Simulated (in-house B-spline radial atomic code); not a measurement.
# BSE on G0W0@HF excitations of Cd²⁺

Method: BSE on G0W0@HF. Computed with a B-spline radial code for spherical atoms: linear response of the closed shell [Kr] 4d10 with a statically screened interaction on G0W0 levels; non-relativistic, point nucleus, no spin-orbit coupling, no double excitations, S, P, D and F terms only; shells from n = 2 respond. Only terms of natural parity with L up to 3 were computed.

Without relativity these are model numbers for so heavy an element.

Command:
```bash
python run_td.py task.json out
```
Settings (radii: box in bohr, nucleus in fm):
```
Z                        48
electrons                46
configuration            [Kr] 4d10
hamiltonian              nr
method                   bse
box_radius               29.48
intervals                57
```

Time taken, with all properties: 6.5 s on 1 thread of Arm Neoverse N1 (shared host).

The lowest states, in the order of their Tamm-Dancoff energies; the method's threshold (minus the highest G0W0 level) is 38.63 eV. Labels give the largest channel, * marks a mixed state, and oscillator strengths are full-response dipole values. Energies in eV:

```csv
state,full response,Tamm-Dancoff,oscillator strength
4d → 5s 3D,?,?,-
4d → 5s 1D,12.839,12.856,-
4d → 5p 3P,18.289,18.308,-
4d → 5p 3F,18.631,18.644,-
4d → 5p 1F,?,?,-
4d → 5p 1P,19.439,19.512,0.672
4d → 5d 3S,26.303,26.317,-
4d → 5d 3D,26.806,26.811,-
4d → 6s 3D,26.833,26.836,-
```

Task: Where does 4d → 5p 1F lie?

Result: At 18.972 eV in full response, 18.974 eV in Tamm-Dancoff.

Task: Where does 4d → 5s 3D lie?

Result: At 12.189 eV in full response, 12.206 eV in Tamm-Dancoff.

Task: How large is the singlet-triplet splitting of 4d → 5s (D terms) in Tamm-Dancoff?

Result: 0.65 eV, from the unrounded values.

Task: What polarisabilities and dispersion coefficient does the method give?

Result: Dipole 4.559 bohr³, quadrupole 15.65 bohr⁵, C6 22.42 hartree·bohr⁶ for two such species.
